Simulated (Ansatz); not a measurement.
Reactions of `SBS`.

Isolated molecules relaxed with PBE0-D4/def2-TZVP in Ansatz; ΔE leaves out vibrations. CCSD(T)/CBS is the MP2 limit (def2-TZVPP, def2-QZVPP) plus CCSD(T) − MP2 in def2-TZVPP, frozen cores. This one scheme is used for every species, atoms too. No spin–orbit coupling; open shells (•) take unrestricted orbitals. Each species was taken in one conformer, which may not be the lowest.

| reaction | CCSD/CBS(def2) (kJ/mol) | CCSD(T)/def2-SVP (kJ/mol) | CCSD(T)/CBS(def2) (kJ/mol) |
| --- | --- | --- | --- |
| `SBS` + `[OH]`• → `S[B]S`• + H₂O | -62 | -41 | -68 |
| `SBS` → `S[B]S`• + H• | 460 | 445 | 462 |
| `SBS` + HCl → `SBCl` + H₂S | -9 | -12 | -7 |
| `SBS` + `N[SiH](O)F` → `O[SiH](F)NBS` + H₂S | -33 | -43 | -31 |
| `SBS` + `BS` → `BSBS` + H₂S | 20 | 28 | 20 |
| `SBS` + `O[SiH3]` → `[SiH3]OBS` + H₂S | -46 | -52 | -43 |

Largest T1 diagnostic: 0.017, for `S[B]S`•.
